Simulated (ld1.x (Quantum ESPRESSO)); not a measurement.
# What the settings do to the ultrasoft potential of cerium

Base potential:

* Element: Ce (Z = 58)
* Generator: ld1.x (Quantum ESPRESSO) 7.5
* Type: ultrasoft
* Functional: PBE
* Relativity: scalar-relativistic
* Frozen core: [Kr]
* Valence charge: 22
* Reference configuration: 4d10 4f2 5s2 5p6 5d0 6s2 6p0
* Partial waves: 5s (bound): rcut 1.95, rcutus 2.20 bohr; 6s (bound): rcut 1.95, rcutus 2.20 bohr; 5p (bound): rcut 2.35, rcutus 3.05 bohr; 6p (bound, empty): rcut 2.35, rcutus 3.05 bohr; 4d (bound): rcut 1.20, rcutus 1.50 bohr; 5d (bound, empty): rcut 1.20, rcutus 1.50 bohr; 4f (bound): rcut 1.25, rcutus 1.35 bohr; 4f channel at 0.8 Ry: rcut 1.25, rcutus 1.35 bohr
* Local potential: all-electron potential smoothed inside 1.50 bohr (lloc = -1)
* Core correction: Bessel-smoothed model core inside 1.05 bohr
* Augmentation charge: PSQ, radius 1.10 bohr

Cutoffs, loose and tight: the cutoffs (Ry, on a coarse ladder) from which the occupation-weighted sum of valence levels, in a spherical-Bessel basis at the reference potential, stays within 10 and 1 mRy of its value at 400 Ry. They do not see the model core or the augmentation charge, which bear on the density cutoff. Test errors are all-electron minus pseudo excitation energies from the reference, over the configurations 4d10 4f1 5s2 5p6 5d1 6s2 6p0; 4d10 4f1 5s2 5p6 5d1 6s1 6p0; 4d10 4f1 5s2 5p6 5d1 6s0 6p0; 4d10 4f1 5s2 5p6 5d1 6s1 6p1; 4d10 4f1 5s2 5p6 5d2 6s1 6p0; 4d10 4f1 5s2 5p6 5d1 6s0 6p2; 4d10 4f1 5s2 5p6 5d0 6s2 6p0. A dash means not determined; rows that change the core or the reference have their own tests.

A true bound ghost makes a file unfit for plane-wave use even where its test errors are small: the radial tests pick states by their node count and pass the ghost by. Where a test does run into it, the solver fails or the error is huge.

Cutoffs are not given where the Bessel-basis levels miss the radial ones by over 6 mRy, ghosts where they miss by over 20 mRy; a channel whose overlap is not positive is not tested.

A file whose overlap is not positive is unfit for use, and its test errors describe a broken file.

| change | outcome | cutoff, loose | cutoff, tight | bound ghosts | largest test error (meV) |
| --- | --- | --- | --- | --- | --- |
| base | generated, overlap not positive | – | – | s (p not tested, overlap not positive) | test run stopped at test 1 of 7 (negative rho) |
| waves 5p (bound): rcut 2.04, rcutus 2.16 bohr; 6p (bound): rcut 2.04, rcutus 2.16 bohr | generated | 80 Ry | 120 Ry | s | test run stopped at test 1 of 7 (negative rho) |
| waves 5p (bound): rcut 2.30, rcutus 2.44 bohr; 6p (bound): rcut 2.30, rcutus 2.44 bohr | generated | 80 Ry | 120 Ry | s | test run stopped at test 5 of 7 (negative rho), 4 before it not solved |
| waves 5p (bound): rcut 2.35, rcutus 3.14 bohr; 6p (bound): rcut 2.35, rcutus 3.14 bohr | generated, overlap not positive | – | – | s (p not tested, overlap not positive) | test run stopped at test 1 of 7 (negative rho) |
| waves 5p (bound): rcut 2.35, rcutus 3.62 bohr; 6p (bound): rcut 2.35, rcutus 3.62 bohr | generated, overlap not positive | – | – | s (p not tested, overlap not positive) | test run stopped at test 2 of 7 (negative rho), 1 before it not solved |
| waves 5p (bound): rcut 2.35, rcutus 3.98 bohr; 6p (bound): rcut 2.35, rcutus 3.98 bohr | generated, overlap not positive | – | – | s (p not tested, overlap not positive) | test run stopped at test 1 of 7 (negative rho) |
| waves 5p (bound): rcut 2.35, rcutus 4.54 bohr; 6p (bound): rcut 2.35, rcutus 4.54 bohr | generated | – | – | not determined | test run stopped at test 1 of 7 (negative rho) |

Reading the sweep of the p radius (base included, trends over the rows without a ghost): Bound ghosts are found at 2.16, 2.44, 3.05, 3.14, 3.62, 3.98 bohr. Every judged row has one, so this setting neither creates nor removes them.
